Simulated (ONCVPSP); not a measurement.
# Varying the ONCV potential for Al (Z = 13)

Base potential:

```
Element                 : aluminium
Generator               : ONCVPSP 4.0.1
Type                    : optimised norm-conserving Vanderbilt (ONCV)
Functional              : PBEsol
Relativity              : scalar-relativistic
Frozen core             : [Ne]
Valence charge          : 3
Reference configuration : 3s2 3p1
Partial waves           : 3s: rc 2.15 bohr, ncon 4, nbas 9, qcut 2.7 1/bohr, 2 projectors, debl 1.5 Ha; 3p: rc 2.85 bohr, ncon 4, nbas 8, qcut 3.4 1/bohr, 2 projectors, debl 2.1 Ha
Local potential         : polynomial inside 1.70 bohr (lpopt 1, dvloc0 -1 Ha)
Core correction         : Teter function fitted to the true core (icmod 2), fcfact 0.75
```

Cutoffs, loose and tight: the cutoffs (Ha) at which the residual kinetic energy of the hardest occupied pseudo-wave falls to 1 and 0.1 mHa per electron. They do not see the model core or the augmentation charge, which bear on the density cutoff. Test errors are all-electron minus pseudo excitation energies from the reference, over the configurations 3s2 3p0; 3s1 3p0; 3s2 3p0.5; 3s1 3p2. A dash means not determined; rows that change the core or the reference have their own tests.

| change | outcome | cutoff, loose | cutoff, tight | bound ghosts | GHOST(+) flags above zero | largest test error (meV) |
| --- | --- | --- | --- | --- | --- | --- |
| base | generated | 8.4 Ha | 45 Ha | none | s | -7.3 |
| local potential polynomial inside 1.70 bohr (lpopt 1, dvloc0 -2.5 Ha) | generated | 8.4 Ha | 45 Ha | none | s | -7.3 |
| local potential polynomial inside 1.70 bohr (lpopt 1, dvloc0 -0.5 Ha) | generated | 8.4 Ha | 45 Ha | none | s | -7.3 |
| local potential polynomial inside 1.70 bohr (lpopt 1, dvloc0 0.5 Ha) | generated | 8.4 Ha | 45 Ha | none | none | -7.3 |
| local potential polynomial inside 1.70 bohr (lpopt 1, dvloc0 1.5 Ha) | generated | 8.4 Ha | 45 Ha | none | none | -7.3 |
| local potential polynomial inside 1.70 bohr (lpopt 1, dvloc0 2.5 Ha) | generated | 8.4 Ha | 45 Ha | none | none | -7.3 |
| local potential polynomial inside 1.70 bohr (lpopt 1, dvloc0 4.5 Ha) | generated | 8.4 Ha | 45 Ha | none | p | -7.3 |
| local potential polynomial inside 1.70 bohr (lpopt 1, dvloc0 5.5 Ha) | generated | 8.4 Ha | 45 Ha | none | none | -7.3 |
| local potential polynomial inside 1.70 bohr (lpopt 1, dvloc0 7 Ha) | generated | 8.4 Ha | 45 Ha | none | s | -7.3 |
| local potential polynomial inside 1.70 bohr (lpopt 1, dvloc0 8 Ha) | generated | 8.4 Ha | 45 Ha | none | none | -7.3 |
| local potential polynomial inside 1.70 bohr (lpopt 1, dvloc0 9.5 Ha) | generated | 8.4 Ha | 45 Ha | none | none | -7.3 |

Reading the sweep of the dvloc0 (base included, trends over the rows without a ghost): The loose cutoff stays near 8.4 Ha. The median size of the test errors (rows with all tests solved) stays near 0.4 meV.
